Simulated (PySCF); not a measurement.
# Electron correlation in In²¹⁺ (indium, charge +21)

Starting occupation: [Ar] 3d10. Calculation: PySCF 2.14, in an even-tempered Gaussian basis (19 s from 0.82 bohr⁻², ratio 2.6; 15 p from 1.1 bohr⁻², ratio 2.6; 10 d from 1.1 bohr⁻², ratio 2.6; 6 f from 1.1 bohr⁻², ratio 2.8); X2C-1e with screened-nucleus spin-orbit coupling, Gaussian nucleus. Frozen: [Ar]; 10 electrons correlated; the 100 highest virtual spinors left out.

MP2 pair energies summed by pair of shells (mhartree):

```
       pair   energy  share (%)
3d3/2-3d5/2  -186.92       49.8
3d5/2-3d5/2  -131.81       35.1
3d3/2-3d3/2   -56.75       15.1
```

Total MP2 correlation energy: -375.48 mhartree.

The virtual space was cut to 70 spinors, which keep -369.63 of the -375.48 mhartree of MP2 correlation.

```
  level  correlation energy (mhartree)
   CCSD                        -363.15
    (T)                          -0.52
CCSD(T)                        -363.67
```

Diagnostics: T1 = 0.00013, largest double amplitude 0.007.

Cost of the coupled-cluster step: 64 s of wall time on 1 thread of Neoverse-V2 (shared host), for 10 occupied and 70 virtual spinors.

At this charge the one-electron X2C treatment keeps the bare 1/r₁₂, with no two-electron picture change or Breit term. The effect here is smaller than on the frozen 1s shell.
